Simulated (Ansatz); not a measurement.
The cluster V₃O₃⁺. Charge 1, multiplicity 1. Geometry PBE-D4/def2-SVP; atoms count from 1.

Cartesian coordinates in Å:
```
V 0.743 0.164 -0.845
V -0.133 1.161 0.831
V -0.568 -1.316 -0.032
O -1.132 -0.249 1.288
O 1.010 -1.713 -0.569
O 0.081 1.952 -0.673
```

The restricted singlet is unstable towards broken spin symmetry in Hartree–Fock (as tested in another run); at PBE0-D4/def2-TZVP this wasn't settled. Another isomer (singlet) lies 0.31 eV lower at PBE0-D4/def2-TZVP; other spin states weren't run for this one.

(1) Estimate the Mulliken populations from the PBE0/def2-TZVP orbitals of Ansatz.

(2) And the Mayer bond orders between heavy atoms (over 0.3)?

Results:

(1) 
| atom | charge (e) | d electrons |
| --- | --- | --- |
| V1 | 0.79 | 3.54 |
| V2 | 1.06 | 3.43 |
| V3 | 1.06 | 3.43 |
| O4 | -0.73 | – |
| O5 | -0.59 | – |
| O6 | -0.59 | – |
Mulliken values depend strongly on the basis.

(2) V1–V2 1.80 (2.14 Å); V1–V3 1.81 (2.14 Å); V1–O5 0.74 (1.92 Å); V1–O6 0.74 (1.91 Å); V2–V3 0.32 (2.66 Å); V2–O4 0.99 (1.79 Å); V2–O6 1.31 (1.71 Å); V3–O4 0.99 (1.79 Å); V3–O5 1.31 (1.71 Å).
